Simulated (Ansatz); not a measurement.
`C[O][Al]([F])[Cl]` + H₂S → `[F][Al]([SH])[Cl]` + CH₃OH  (ligand exchange at the Al–O bond)

Computed with Ansatz on PBE0-D4/def2-TZVP structures; ΔE is electronic, products minus reactants. CBS: MP2 limit from def2 TZ/QZ plus the TZ coupled-cluster correction, frozen cores. This one scheme is used for every species. DFT in def2-TZVPP. HSE06 is defined as in plane-wave codes. One conformer a species, not always the lowest.

| species | HSE06-D4 energy (Eh) |
| --- | --- |
| `C[O][Al]([F])[Cl]` | -917.40795 |
| H₂S | -399.25509 |
| `[F][Al]([SH])[Cl]` | -1201.02400 |
| CH₃OH | -115.63493 |

(1) Work out ΔE.

Largest T1 diagnostic among the species: 0.011.

Answers

(1) ΔE = (-1201.02400) + (-115.63493) − (-917.40795) − (-399.25509) = 0.00411 Eh = +10.8 kJ/mol. CCSD(T)/CBS gives +19.2 kJ/mol.

At CCSD(T), def2-SVP lies +8.4 kJ/mol from the extrapolated value and def2-TZVPP +3.4 kJ/mol. Leaving LDA and LC-ωPBE aside and taking each functional with its dispersion term where it has one, the values, not all of them listed here, spread over 17.6 kJ/mol, from revPBE-D4 to CAM-B3LYP-D4. LDA lies +4.8 kJ/mol from PBE without D4.
